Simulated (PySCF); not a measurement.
Predicted microwave data (PBE0-D3(BJ)/def2-SVP geometry optimisation, gas phase (PySCF)) for one isomer of C10H20:

- Rotational constants: A = 3435, B = 507.7, C = 462.2 MHz
- Dipole components: |μa| = 0.01 D, |μb| = 0.01 D, |μc| = 0.03 D
- Inertial defect: -49.09 u·Å²
- κ: -0.97

Question: Which candidate fits, each taken in the one conformer that was computed?
A. `[CH3:1][C:2]([CH3:3])([CH3:4])[CH:5]1[CH2:6][CH2:7][CH2:8][CH2:9][CH2:10]1` with C2–C5–C6–C7 175°, C5–C6–C7–C8 56°, C6–C7–C8–C9 -54°, C7–C8–C9–C10 54°
B. `[CH3:1][CH2:2][CH2:3][CH2:4][CH:5]1[CH2:6][CH2:7][CH2:8][CH2:9][CH2:10]1` with C1–C2–C3–C4 179°, C2–C3–C4–C5 176°, C3–C4–C5–C6 -173°, C4–C5–C6–C7 180°, C5–C6–C7–C8 55°, C6–C7–C8–C9 -55°, C7–C8–C9–C10 55°

Answer: B. It is CCCCC1CCCCC1, a near-prolate asymmetric top, point group C1. The candidates at the same level (rigid rotor, commonest isotopes):

| SMILES | A (MHz) | B (MHz) | C (MHz) | μa (D) | μb (D) | μc (D) | Δ (u·Å²) | point group | rotor |
| --- | --- | --- | --- | --- | --- | --- | --- | --- | --- |
| CCCCC1CCCCC1 | 3435 | 507.7 | 462.2 | 0.01 | 0.01 | 0.03 | -49.09 | C1 | near-prolate asymmetric top |
| CC(C)(C)C1CCCCC1 | 2259 | 869.1 | 757.1 | 0.01 | 0.00 | 0.00 | -137.74 | Cs | asymmetric top |

`CC(C)(C)C1CCCCC1` has B 71 % too high. No structure here is proved a minimum.
